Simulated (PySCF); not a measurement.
CH₅N₃OSi, SMILES N#CO[SiH](N)N.

Geometry optimised at PBE0-D3(BJ)/def2-SVP. This is a generated structure with no PubChem entry under its InChIKey; it may be hypothetical. One conformer was computed; it need not be the lowest.

All values below come from PBE/def2-TZVP (PySCF).

The molecule is in vacuum.

Computed frontier levels, gap, dipole moment and polarisability:
```yaml
highest_occupied_level: -6.72 eV
lowest_empty_level: -0.42 eV
orbital_gap: 6.29 eV
dipole_moment: 6.10 D
quadrupole, principal values (traceless, Buckingham form, about the centre of nuclear charge): -15.19, 1.76, 13.43 D·Å
mean_static_polarisability: 59.4 bohr³ (8.80 Å³)
polarisability_principal_values: 47.8, 54.1, 76.4 bohr³
```
